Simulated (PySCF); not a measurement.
An EPR job on `[C]#Cc1cnco1` [radical].

Computed with UKS B3LYP, pcH-1 on C H N O, non-relativistic, mean-field spin-orbit, GIAO (PySCF 2.14.0). Geometry: GFN2-xTB. The input is one job of a driver script: a line of settings, then coordinates in Å.

Command:
```bash
OMP_NUM_THREADS=1 python probes_run.py task.json out
```

Input:
```
{"job": {"kind": "epr", "basis": "pcH-1"}, "charge": 0, "multiplicity": 2}
C      3.133018    -0.410497    -0.097221
C      1.958454    -0.303671     0.190830
C      0.578871    -0.100054     0.049864
C     -0.219823     0.964138     0.425360
N     -1.502416     0.649016     0.139993
C     -1.458176    -0.531928    -0.396660
O     -0.236106    -1.049351    -0.479048
H      0.056416     1.884900     0.894144
H     -2.296676    -1.096558    -0.752442
```

Output:
```
UKS, coarse grid
  cycle   1  E = -321.35679237  |g| = 5.33e-01
  cycle   2  E = -319.16106735  |g| = 1.62e+00
  cycle   3  E = -321.40069601  |g| = 4.62e-01
  cycle   4  E = -321.51492457  |g| = 6.17e-02
  cycle   5  E = -321.51602919  |g| = 8.52e-02
  cycle   6  E = -321.51937755  |g| = 4.39e-02
  cycle   7  E = -321.52051823  |g| = 2.66e-02
  cycle   8  E = -321.52125996  |g| = 1.49e-02
  cycle   9  E = -321.52159435  |g| = 6.73e-03
  cycle  10  E = -321.52168046  |g| = 5.07e-03
  cycle  11  E = -321.52175166  |g| = 5.20e-03
  cycle  12  E = -321.52179690  |g| = 2.08e-03
  cycle  13  E = -321.52180848  |g| = 9.22e-04
  cycle  14  E = -321.52181035  |g| = 8.42e-04
UKS, final grid
  cycle   1  E = -321.52181056  |g| = 1.45e-03
  cycle   2  E = -321.52180782  |g| = 2.97e-03
  cycle   3  E = -321.52181169  |g| = 4.10e-04
  cycle   4  E = -321.52181182  |g| = 2.12e-04
  cycle   5  E = -321.52181196  |g| = 1.70e-04
  cycle   6  E = -321.52181205  |g| = 7.20e-05
  cycle   7  E = -321.52181206  |g| = 4.61e-05
  cycle   8  E = -321.52181206  |g| = 1.59e-05
E = -321.52181206 Eh   <S^2> = 0.7758 (exact 0.7500)
g shifts (ppm)      1          2          3
  rmc          -146       -146       -146
  gc             -3         13         32
  oz_so        -195       1407       2386
  total        -344       1275       2272
hyperfine (MHz)  atom isotope    a_iso     a_fc   dipolar eigenvalues
    0   13C     186.44     186.44    -60.93    -38.67     99.60
    1   13C      27.34      27.34    -31.84    -19.71     51.56
    2   13C      -7.77      -7.77     -4.00     -2.09      6.09
    3   13C      17.90      17.90    -19.82    -19.20     39.02
    4   14N      -2.57      -2.57     -2.40      1.11      1.29
    5   13C      19.71      19.71    -17.21    -15.68     32.89
    6   17O       3.79       3.79     -2.18     -1.91      4.09
    7    1H     -17.08     -17.08     -8.25     -1.76     10.02
    8    1H     -15.59     -15.59     -8.07     -0.97      9.04
```

rmc, gc and oz_so are the mass-correction, gauge-correction and orbital-Zeeman/spin–orbit parts of the g shift along its three principal axes; a_iso is the isotropic hyperfine coupling and a_fc its Fermi-contact part. The program numbers atoms from 0.

**Question.** Get g_iso from the total shifts.

**Answer.** Their mean is 1068 ppm; added to g_e = 2.002319 it gives 2.00339.

**Question.** How far is ⟨S²⟩ from the pure-spin value?

**Answer.** S = 0.5 gives S(S+1) = 0.75; the run has 0.7758, 0.0258 more.

Main results: ⟨S²⟩ 0.776; g_iso 2.0034.

One conformer (not necessarily the lowest) at the GFN2-xTB geometry, without solvent, vibrations or thermal averaging.

The run took 29 s (with the writing of density and orbital grids) on Arm Neoverse V1, one thread (shared host), and the process peaked at 0.68 GiB of memory.
Labels such as C1 count atoms from 1, the log's own numbers from 0.
